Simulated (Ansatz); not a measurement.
Isolated molecules relaxed with PBE0-D4/def2-TZVP in Ansatz; ΔE leaves out vibrations. CCSD(T)/CBS adds triple-zeta CCSD(T) − MP2 to the extrapolated MP2 energy (def2 sets, frozen cores). Functionals use def2-TZVPP. B3LYP here is the variant with VWN-RPA as its local correlation; programs differ in this. For Se outer-core shells are correlated without core-valence functions, which leaves a few kJ/mol of doubt a bond. Scalar relativity is left out up to krypton. One conformer a species, not always the lowest.

Reaction (redistribution): `NB[SiH2][SeH]` + `[BH2][AlH][OH]` → `[OH][AlH][SiH2][SeH]` + `BBN`

`NB[SiH2][SeH]`:

Cartesian coordinates in Å:
```
N 1.416 -0.868 0.751
B 0.373 0.030 0.913
Si -1.206 -0.008 -0.333
Se -1.185 1.881 -1.642
H 2.240 -0.863 1.330
H 1.427 -1.592 0.051
H 0.459 0.848 1.783
H -2.520 0.082 0.358
H -1.230 -1.225 -1.199
H 0.226 1.715 -2.013
```

`[BH2][AlH][OH]`:

Cartesian coordinates in Å:
```
B 1.208 -0.620 0.711
Al -0.646 -0.051 -0.149
O -0.656 1.404 -1.033
H 1.537 -0.292 1.817
H 2.002 -1.313 0.139
H -2.006 -0.876 -0.026
H -1.439 1.748 -1.460
```

`[OH][AlH][SiH2][SeH]`:

```xyz
9

O    -1.623   -0.148    1.135
Al   -1.174   -0.174   -0.504
Si    1.230    0.159   -0.766
Se    2.117    0.185    1.350
H    -2.519   -0.261    1.451
H    -2.279   -0.395   -1.622
H     1.568    1.429   -1.471
H     1.892   -0.926   -1.545
H     0.788    0.132    1.974
```

`BBN`:

Cartesian coordinates in Å:
```
B 0.758 0.292 1.149
B -0.348 -0.312 0.063
N -0.492 -0.026 -1.290
H 1.797 -0.264 1.379
H 0.525 1.251 1.834
H -1.133 -1.109 0.525
H -1.201 -0.449 -1.865
H 0.094 0.617 -1.795
```

```tsv
level	ΔE (kJ/mol)	difference from CCSD(T)/CBS
PBE-D4	-37.7	-9.0
r2SCAN-D4	-36.3	-7.6
PBE0-D4	-36.0	-7.3
B3LYP-D4	-33.2	-4.5
ωB97X-V	-31.0	-2.3
ωB97M-V	-30.1	-1.4
B2PLYP	-30.3	-1.6
PBE	-37.0	-8.3
r2SCAN	-36.4	-7.7
PBE0	-35.4	-6.7
B3LYP	-31.9	-3.2
HF/def2-TZVPP	-25.5	3.2
MP2/def2-TZVPP	-28.0	0.7
SCS-MP2/def2-TZVPP	-25.4	3.3
CCSD/def2-TZVPP	-26.7	2.0
CCSD(T)/def2-TZVPP	-27.1	1.6
HF/def2-QZVPP	-25.1	3.6
MP2/def2-QZVPP	-28.8	-0.1
SCS-MP2/def2-QZVPP	-26.3	2.4
HF/CBS(def2)	-25.1	3.6
MP2/CBS(def2)	-29.6	-0.9
CCSD/CBS(def2)	-28.3	0.4
CCSD(T)/CBS	-28.7	0
```

Largest T1 diagnostic among the species: 0.013.
